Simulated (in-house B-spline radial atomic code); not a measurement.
Cs8+: [Kr] 4d10 5s1

Computed with a B-spline radial code for spherical atoms: Dirac-Hartree-Fock, average of configuration, Fermi nucleus of rms radius 4.8041 fm.

Z_r = [3n² - l(l+1)]/(2<r>); Z_e = n√(-2ε); the last column is Slater's effective charge. Values are occupation-weighted means over j. An effective charge above Z reflects the relativistic contraction of the inner shells.

```csv
shell,electrons,ε (eV),<r> (bohr),Z_r,Z_e,Slater
1s,2,-36300,0.0261,57.46,51.65,54.70
2s,2,-5888.7,0.1115,53.79,41.61,50.85
2p,6,-5295.7,0.09802,51.01,39.46,50.85
3s,2,-1354.1,0.2972,45.42,29.93,43.75
3p,6,-1157.5,0.2954,42.32,27.67,43.75
3d,10,-865.15,0.2725,38.53,23.92,33.85
4s,2,-359.48,0.6934,34.61,20.56,27.25
4p,6,-293.47,0.7348,31.30,18.58,27.25
4d,10,-193.43,0.8174,25.69,15.08,15.85
5s,1,-124.03,1.536,24.42,15.10,11.70
```

The least bound orbital is 5s1/2 at -124 eV, and it is also the most diffuse (<r> = 1.536 bohr).

Spin-orbit splittings of the orbital energies (j = l + 1/2 above j = l - 1/2 when positive): 2p 353.6 eV, 3p 69.54 eV, 3d 14.55 eV, 4p 14.43 eV, 4d 2.466 eV.

For the 1s electron the small component carries 4.12 % of the norm, the zero-frequency Breit interaction raises the level by 92.14 eV, self-energy by 53.23 eV, and vacuum polarisation lowers it by 7.574 eV.

The density falls to 0.001 bohr⁻³ at 2.601 bohr; Σ<r²> = 16.869 bohr² gives, by the non-relativistic formula and without the paramagnetism of open shells, a Langevin diamagnetic susceptibility of -13.36×10⁻⁶ cm³/mol.
